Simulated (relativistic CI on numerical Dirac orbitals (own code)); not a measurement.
Sc6+: sensitivity of the levels to the model

Base calculation: Dirac-Coulomb-Breit CI, orbitals from a KLI potential per configuration, a model potential for QED, unscaled Slater integrals.

Configuration list (outside the closed core [Ne]): 3s2.3p3, 3s.3p4, 3s2.3p2.3d, 3p5, 3s.3p3.3d, 3p4.3d, 3s2.3p2.4s, 3s.3p2.3d2, 3s2.3p2.4p, 3s2.3p2.4d, 3s2.3p2.4f, 3s.3p3.4s, 3s2.3p2.5s, 3s2.3p2.5p, 3s2.3p.3d2, 3s2.3d3, 3s.3p.3d3, 3s2.3d2.4s, 3s2.3d2.4p, 3s2.3d2.4d, 3p3.3d2, 3p2.3d3, 3p2.3d2.4s, 3p2.3d2.4p, 3p2.3d2.4d. Double excitations out of closed p, d and f shells are left out; levels of such configurations are missing from the list, as are those of other unlisted configurations, and high levels can miss mixing partners. These lack a partner that the ground configuration has and come out too high: 3s2.3p2.4f, 3s.3p3.4s, 3s2.3p2.5s, 3s2.3p2.5p.

Variants: (1) one mean potential for all configurations. Shifts of the energy above 3s2.3p3 4S°_3/2, in cm⁻¹, for the lowest level and the first level of each name with at least 55 % of one term (blank where a level changes its place among those of its configuration and J or its character, or is not in the variant):

| Level | Base | Δ(1) | Measured |
| --- | --- | --- | --- |
| 3s2.3p3 4S°_3/2 | 0 | 0 | 0 |
| 3s2.3p3 2D°_3/2 | 32872 | -28 |  |
| 3s2.3p3 2D°_5/2 | 33518 | -28 |  |
| 3s2.3p3 2P°_1/2 | 53289 | -61 |  |
| 3s2.3p3 2P°_3/2 | 54134 | -60 |  |
| 3s.3p4 4P_5/2 | 174627 | -96 | 175055 |
| 3s.3p4 4P_3/2 | 177297 | -97 | 177776 |
| 3s.3p4 4P_1/2 | 178712 | -98 | 179197 |
| 3s.3p4 2D_3/2 | 219532 | -140 |  |
| 3s.3p4 2D_5/2 | 219837 | -139 |  |
| 3s2.3p2.3d 2P_3/2 | 254537 | -129 |  |
| 3s.3p4 2S_1/2 | 267819 | -99 |  |
| 3s2.3p2.3d 4F_3/2 | 281317 | -104 |  |
| 3s2.3p2.3d 4F_5/2 | 282303 | -103 |  |
| 3s2.3p2.3d 4F_7/2 | 283744 | -102 |  |
| 3s2.3p2.3d 4F_9/2 | 285659 | -101 |  |
| 3s2.3p2.3d 4D_1/2 | 291209 | -94 |  |
| 3s2.3p2.3d 4D_3/2 | 291533 | -94 |  |
| 3s2.3p2.3d 4D_7/2 | 291768 | -98 |  |
| 3s2.3p2.3d 2F_7/2 | 296390 | -102 |  |
| 3s2.3p2.3d 2G_7/2 | 327211 | -129 |  |
| 3s2.3p2.3d 2G_9/2 | 327719 | -128 |  |

At this charge configurations can still be misplaced by up to about 7 % of their energy. 7 of the 7 excited levels that our extract of the measured tables holds in this range could be paired (the sources list more); they are missed by 10642 cm⁻¹ on average and 21348 at most, and levels without a partner can miss by more. Some levels of the ground configuration have no partner and can miss by 10 % or more.

Measured levels: Sugar and Corliss, J. Phys. Chem. Ref. Data 9, 473 (1980).

Ionisation energy from the two ground configurations alone: base 135.831 eV. The NIST ASD value (semi-empirical) is 137.99 eV.

LS names give the leading component of a level, which can be under half, so a name can repeat, a term be missing and a line seem to break the LS rules.
